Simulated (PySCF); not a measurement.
NbF4, SMILES [F][Nb+]([F])([F])[F], charge +1, multiplicity 1.

Coordinates come from a PBE0-D3(BJ)/def2-SVP optimisation. The spin state was assumed, not searched. The isomer is the one that the SMILES or the coordinates give; other isomers of the formula were not compared. The def2 effective core potentials stand for the cores of Nb; spin–orbit coupling is left out.

All values below come from PBE0-D3(BJ)/def2-SVP (PySCF).

Frequencies are harmonic and unscaled.

Modes within 1.5 cm⁻¹ of each other (mostly degenerate sets) share a row, with their intensities summed.

Computed normal modes with their intensities:
| mode | ν (cm⁻¹) | IR (km/mol) | Raman (Å⁴/amu) | depolarisation | moving atoms (share of kinetic energy) |
|---|---|---|---|---|---|
| 1–5 | 190 | 63.6 | 6.9 | 0.75 | F 100 % |
| 6 | 801 | 0.0 | 14.2 | 0.00 | F 100 % |
| 7–9 | 843 | 512.2 | 4.9 | 0.75 | F 76 %, Nb 24 % |
